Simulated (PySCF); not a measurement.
Species: C3H9AlO.
Z-matrix (Å and degrees, PBE0-D3(BJ)/def2-SVP geometry), rows numbered from 1:
```
C 
C   1  1.5206
C   2  1.5201  1  112.14
O   2  1.3981  1  112.09  3  -123.23
Al  4  1.6947  2  144.87  1     3.78
H   1  1.1006  2  111.05  3   -59.60
H   1  1.1026  2  110.65  3    60.37
H   1  1.1011  2  111.01  3  -179.75
H   2  1.1079  1  108.04  3   118.70
H   3  1.1007  2  111.24  1    60.10
H   3  1.0995  2  110.20  1  -179.40
H   3  1.1020  2  110.22  1   -60.11
H   5  1.5878  4  121.09  2    -2.25
H   5  1.5814  4  115.34  2   178.06
```

Linear response at CAM-B3LYP/def2-SVPD (PySCF, frozen core in the response, non-relativistic). Geometry: PBE0-D3(BJ)/def2-SVP, one conformer, isolated molecule.

Static isotropic polarisability: 69.39 au (10.28 Å³), principal values 60.3, 69.2, 78.7 au.

**Question.** What is the polarisability at 1064 nm and at the sodium D line?

**Answer.** 70.05 au at 1064 nm (+0.9 %), 71.60 au at 589.3 nm (+3.2 %). The rise at 589.3 nm is 3.37 times that at 1064 nm; a pure ω² law gives 3.26. The lowest singlet lies at 221 nm, shorter than both wavelengths.

**Question.** What is the isotropic C6 coefficient between two such molecules, C6 = (3/π)∫α(iω)² dω?

**Answer.** 1843 au (Eh·bohr⁶) by a ten-point quadrature over imaginary frequencies, which is 1100 eV·Å⁶ or 106 J·nm⁶/mol.

**Question.** Which effective excitation energy ω̄ makes London's formula C6 = (3/4)α²ω̄ exact here?

**Answer.** ω̄ = 4·C6/(3α²) = 0.510 Eh = 13.9 eV. A one-pole form α(ω) = α/(1 − ω²/ω̄²) fitted to the 1064 nm value gives 12.1 eV.

**Question.** What n − 1 at the D line would an ideal gas of it have at 273.15 K and 1 atm (2.6868 × 10¹⁹ cm⁻³), by n − 1 = 2π·N·α′?

**Answer.** 17.91 × 10⁻⁴, a formal value whether or not that pressure can be reached.

**Question.** What three-body coefficient follows from the one-pole estimate C9 = (3/4)·α·C6?

**Answer.** 95900 au. This is an estimate from the two numbers above, not a computed integral.

**Question.** How many electrons N does the Slater–Kirkwood formula C6 = (3/4)·√N·α^(3/2) need to give this C6?

**Answer.** N = (4·C6/3)²/α³ = 18.1; the species has 48 electrons in all.
